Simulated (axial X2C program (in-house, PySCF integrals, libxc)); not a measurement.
## ZrP⁻: from the spin-free to the two-component result

Computed with an axial X2C code built on PySCF integrals. Spin-free means the one-electron spin-free X2C Hamiltonian; two-component (2c) means X2C with spin–orbit coupling and atomic mean-field two-electron Coulomb and Gaunt terms, so the difference of the two also holds small scalar two-electron terms. Basis: Zr dyall-acv3z [12s13p10d6f3g], P dyall-av3z [9s8p3d2f] (cores contracted in-house); Gaussian nuclei, density fitting, unrestricted open shells. Masses: Zr 89.905 u, P 30.974 u.

Spin-free state: M_S = 0, Λ = 0 (closed shell); fragments Zr + P- for PBE0, CCSD, CCSD(T), PBEsol; Zr- + P for HF.

```csv
level,Re (Å),ωe (cm⁻¹),De (eV),μ (D)
PBE0,2.196,540.0,4.759,-3.09
HF,2.195,566.7,n/a,-3.57
CCSD,2.224,529.6,4.306,n/a
CCSD(T),2.251,494.4,4.823,n/a
PBEsol,2.208,518.9,n/a,-2.91
```

Correlated methods: 10 electrons correlated (number of frozen shells: Zr 4 s, 3 p, 1 d; P 2 s, 1 p), 328 virtual spin orbitals or spinors in MP2, 90 natural virtuals in coupled cluster.

Dipoles are positive if P is the positive end and refer to the centre of mass.

Two-component determinant lowest at the distance of the search:

Ω = 0 (closed shell); fragments Zr + P- for PBE0, CCSD, CCSD(T), PBEsol; Zr- + P for HF.

| level | Re (Å) | ωe (cm⁻¹) | μ (D) |
| --- | --- | --- | --- |
| PBE0 | 2.195 | 540.1 | -3.08 |
| HF | 2.195 | 566.7 | -3.55 |
| CCSD | 2.223 | 529.5 | n/a |
| CCSD(T) | 2.250 | 494.5 | n/a |
| PBEsol | 2.207 | 519.0 | -2.90 |

Q: From the two tables, how do the constants change at the CCSD(T) level (2c against spin-free)?

A: At the CCSD(T) level Re goes down by 0.001 Å and ωe doesn't move by more than 0.2 cm⁻¹.

Occupations by symmetry block were frozen at the best pattern of an incomplete PBE0 search. The closed shell is kept restricted, so the energy runs too high when the bond is stretched far. Dissociation energies refer to the lowest single-determinant-based atoms at the same level and basis. De is not given where an atomic determinant may have missed its ground term or J level, or where the truncated virtual space spoils (T). CCSD and (T) use frozen natural virtuals with an MP2 correction for the truncation; (T) itself is uncorrected, so its De runs slightly low. Other states lie close and PBE0, whose exact exchange favours high spin, may order them wrongly; the determinant shown need not be the ground state. The nearest other spin-free determinant of the search, M_S = 1, Λ = 2, lies 0.45 eV up at the distance of the search. The functionals have no current-density term, which raises determinants with orbital currents, atoms included. The outer-core s and p shells of the metal are frozen in the correlated rows, which leaves out core–valence correlation; for alkali and alkaline-earth bonds that tends to lengthen them. The highest occupied level of some functionals is positive through self-interaction error; at Hartree–Fock it is bound. The T1 diagnostic is large, a sign of multireference character. With the outer-core shells frozen, correlated bond lengths of heavy atoms tend to come out a few hundredths of an ångström too long.
